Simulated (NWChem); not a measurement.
System: Si₂NH₆OF; SMILES N[Si@@H](F)O[SiH3]

Output (shortened):

```
             Northwest Computational Chemistry Package (NWChem) 7.3.0
             --------------------------------------------------------

                             Geometry "geometry" -> ""
                             -------------------------

 Output coordinates in angstroms (scale by  1.889725989 to convert to a.u.)

  No.       Tag          Charge          X              Y              Z
 ---- ---------------- ---------- -------------- -------------- --------------
    1 N                    7.0000     1.28853600    -1.32493000     0.43390000
    2 Si                  14.0000    -0.08539300    -0.98562500    -0.52411000
    3 F                    9.0000    -1.33564700    -1.58153000     0.31582900
    4 O                    8.0000    -0.22987300     0.63968600    -0.71999200
    5 Si                  14.0000     0.01764100     2.02594900     0.17229700
    6 H                    1.0000     2.21476400    -1.00616100     0.17612200
    7 H                    1.0000     1.32274700    -2.15787300     1.00986500
    8 H                    1.0000    -0.16646400    -1.57822500    -1.87765000
    9 H                    1.0000     1.47863100     2.32793700     0.25159300
   10 H                    1.0000    -0.52702500     1.87790700     1.55384400
   11 H                    1.0000    -0.67623900     3.14559200    -0.52241200

 Effective nuclear repulsion energy (a.u.)     314.3811643135

  xc_inp: hfexch multiplicative factor not found.

                                 NWChem DFT Module
                                 -----------------

 Summary of "ao basis" -> "ao basis" (spherical)
 ------------------------------------------------------------------------------
       Tag                 Description            Shells   Functions and Types
 ---------------- ------------------------------  ------  ---------------------
 N                           6-31g*                  6       14   3s2p1d
 Si                          6-31g*                  8       18   4s3p1d
 F                           6-31g*                  6       14   3s2p1d
 O                           6-31g*                  6       14   3s2p1d
 H                           6-31g*                  2        2   2s

            General Information
            -------------------
          SCF calculation type: DFT
          Wavefunction type:  closed shell.
          No. of atoms     :    11
          No. of electrons :    58
           Alpha electrons :    29
            Beta electrons :    29
          Charge           :     0
          Spin multiplicity:     1
          Use of symmetry is: off; symmetry adaption is: off
          Maximum number of iterations: 150
          AO basis - number of functions:    90
                     number of shells:    46
          Convergence on energy requested:  1.00D-06
          Convergence on density requested:  1.00D-05
          Convergence on gradient requested:  5.00D-04

              XC Information
              --------------
                     Hartree-Fock (Exact) Exchange  1.000

      Superposition of Atomic Density Guess
      -------------------------------------

 Sum of atomic energies:        -809.04443278

      Non-variational initial energy
      ------------------------------

 Total energy =    -810.695880
 1-e energy   =   -1745.932934
 2-e energy   =     620.855890
 HOMO         =      -0.352552
 LUMO         =       0.032133

     ---------------------------------------------
      Total Density - Mulliken Population Analysis
     ---------------------------------------------

    Atom       Charge   Shell Charges
 -----------   ------   -------------------------------------------------------
    1 N    7     8.22   2.00  0.81  2.68  0.81  1.90  0.01
    2 Si  14    12.49   2.00  2.00  5.97  0.78  1.13  0.15  0.19  0.27
    3 F    9     9.62   2.00  0.95  3.47  1.00  2.19  0.01
    4 O    8     9.00   2.00  0.93  3.18  0.88  2.00  0.01
    5 Si  14    13.28   2.00  2.00  5.97  0.93  1.50  0.30  0.42  0.17
    6 H    1     0.55   0.40  0.15
    7 H    1     0.55   0.40  0.15
    8 H    1     1.08   0.47  0.61
    9 H    1     1.07   0.47  0.60
   10 H    1     1.07   0.47  0.60
   11 H    1     1.07   0.47  0.60

   convergence    iter        energy       DeltaE   RMS-Dens  Diis-err
 ---------------- ----- ----------------- --------- --------- ---------
 d= 0,ls=0.0,diis     1   -810.1546613761 -1.12D+03  7.96D-03  8.61D-01
 d= 0,ls=0.0,diis     2   -810.2335628575 -7.89D-02  2.68D-03  2.58D-01
 d= 0,ls=0.0,diis     3   -810.2572859189 -2.37D-02  8.72D-04  6.12D-03
 d= 0,ls=0.0,diis     4   -810.2582759004 -9.90D-04  1.75D-04  3.96D-04
 d= 0,ls=0.0,diis     5   -810.2583261943 -5.03D-05  5.34D-05  2.95D-05
  Resetting Diis
 d= 0,ls=0.0,diis     6   -810.2583302602 -4.07D-06  1.41D-05  7.72D-07
 d= 0,ls=0.0,diis     7   -810.2583304550 -1.95D-07  2.90D-06  8.90D-08

         Total DFT energy =     -810.258330455022
      One electron energy =    -1749.742552085144
           Coulomb energy =      693.170498675830
    Exchange-Corr. energy =      -68.067441359183
 Nuclear repulsion energy =      314.381164313475

 Numeric. integr. density =        0.000000000000

                       DFT Final Molecular Orbital Analysis
                       ------------------------------------

 Vector   27  Occ=2.000000D+00  E=-4.640373D-01
              MO Center= -3.2D-01,  2.0D+00,  4.3D-02, r^2= 3.1D+00
   Bfn.  Coefficient  Atom+Function         Bfn.  Coefficient  Atom+Function
  ----- ------------  ---------------      ----- ------------  ---------------
    90      0.314523  11 H  s                69     -0.277557   5 Si pz
    51      0.263735   4 O  pz               88     -0.251358  10 H  s
    55      0.230583   4 O  pz               89      0.228288  11 H  s
    87     -0.185254  10 H  s                68      0.137203   5 Si py
    65      0.112680   5 Si pz               67     -0.100859   5 Si px

 Vector   28  Occ=2.000000D+00  E=-4.615922D-01
              MO Center=  3.7D-01,  1.8D+00,  2.5D-01, r^2= 2.8D+00
   Bfn.  Coefficient  Atom+Function         Bfn.  Coefficient  Atom+Function
  ----- ------------  ---------------      ----- ------------  ---------------
    86      0.340842   9 H  s                67      0.298974   5 Si px
    49     -0.290771   4 O  px               53     -0.261776   4 O  px
    88     -0.243528  10 H  s                85      0.239440   9 H  s
    87     -0.171710  10 H  s                63     -0.119708   5 Si px
    69     -0.105538   5 Si pz               51      0.104783   4 O  pz

 Vector   29  Occ=2.000000D+00  E=-4.224172D-01
              MO Center=  1.1D+00, -1.3D+00,  1.9D-01, r^2= 1.8D+00
   Bfn.  Coefficient  Atom+Function         Bfn.  Coefficient  Atom+Function
  ----- ------------  ---------------      ----- ------------  ---------------
     5      0.407438   1 N  pz                9      0.373049   1 N  pz
     4      0.343330   1 N  py                8      0.321432   1 N  py
    84      0.215746   8 H  s                83      0.119111   8 H  s
     6      0.073761   1 N  s                23     -0.073840   2 Si pz
     7     -0.068906   1 N  px               30      0.068718   2 Si d  0

 Vector   30  Occ=0.000000D+00  E= 1.405583D-01
              MO Center=  1.4D-01,  2.1D+00,  2.8D-01, r^2= 5.2D+00
   Bfn.  Coefficient  Atom+Function         Bfn.  Coefficient  Atom+Function
  ----- ------------  ---------------      ----- ------------  ---------------
    72      1.093289   5 Si py               52      0.633358   4 O  s
    73      0.628272   5 Si pz                6      0.324863   1 N  s
    90     -0.283264  11 H  s                86     -0.261481   9 H  s
    88     -0.261834  10 H  s                80     -0.197582   6 H  s
    82     -0.180105   7 H  s                84      0.169660   8 H  s

[...]

                     NWChem Electrostatic Potential Fit Module
                     -----------------------------------------

 Atom parameters

 Number of atoms is                                   11
 Number of basis functions is                         90

 Grid parameters

 Maximum number of grid points is                  48283
 Number of grid points is                          48282
 Grid range                                     0.300000 nm
 Grid spacing                                   0.020000 nm
 Probe radius                                   0.070000 nm
 Atom radius factor                             1.000000

 Atomic radii

    1    0.100000
    7    0.140000
    8    0.136000
    9    0.128000
   14    0.187000
 FASTESP  F
  using M.O. file = ./job.movecs

    Atom              Coordinates                           Charge

                                                  ESP

    1 N     0.128854   -0.132493    0.043390   -1.054712
    2 Si   -0.008539   -0.098563   -0.052411    1.272137
    3 F    -0.133565   -0.158153    0.031583   -0.403196
    4 O    -0.022987    0.063969   -0.071999   -0.637536
    5 Si    0.001764    0.202595    0.017230    0.811191
    6 H     0.221476   -0.100616    0.017612    0.374345
    7 H     0.132275   -0.215787    0.100987    0.378917
    8 H    -0.016646   -0.157823   -0.187765   -0.236034
    9 H     0.147863    0.232794    0.025159   -0.173658
   10 H    -0.052703    0.187791    0.155384   -0.164489
   11 H    -0.067624    0.314559   -0.052241   -0.166965
                                            ------------
                                                0.000000

 Dipole moment                                  1.032762

 Quadrupole moment Qxx                         -1.670772
                   Qyy                          5.573876
                   Qzz                         -3.903104

 RMS deviation kJ/mol                           0.057635

 RRMS %                                        30.436281
```

Level: Hartree-Fock/6-31G* (spherical d). Geometry: optimised at PBE0/def2-SVP.

Task: Which NWChem input produces such a log?

Result: One answer among several that fit: the input that was run:
```
start job
memory heap 200 mb stack 900 mb global 1100 mb
geometry units angstroms noautosym nocenter noautoz
  N      1.288536    -1.324930     0.433900
  Si    -0.085393    -0.985625    -0.524110
  F     -1.335647    -1.581530     0.315829
  O     -0.229873     0.639686    -0.719992
  Si     0.017641     2.025949     0.172297
  H      2.214764    -1.006161     0.176122
  H      1.322747    -2.157873     1.009865
  H     -0.166464    -1.578225    -1.877650
  H      1.478631     2.327937     0.251593
  H     -0.527025     1.877907     1.553844
  H     -0.676239     3.145592    -0.522412
end
basis spherical
  * library 6-31g*
end
dft
  xc hfexch
  iterations 150
  mulliken
end
task dft energy
esp
  recalculate
  probe 0.07
  range 0.3
  factor 1.0
  spacing 0.02
end
task esp
```
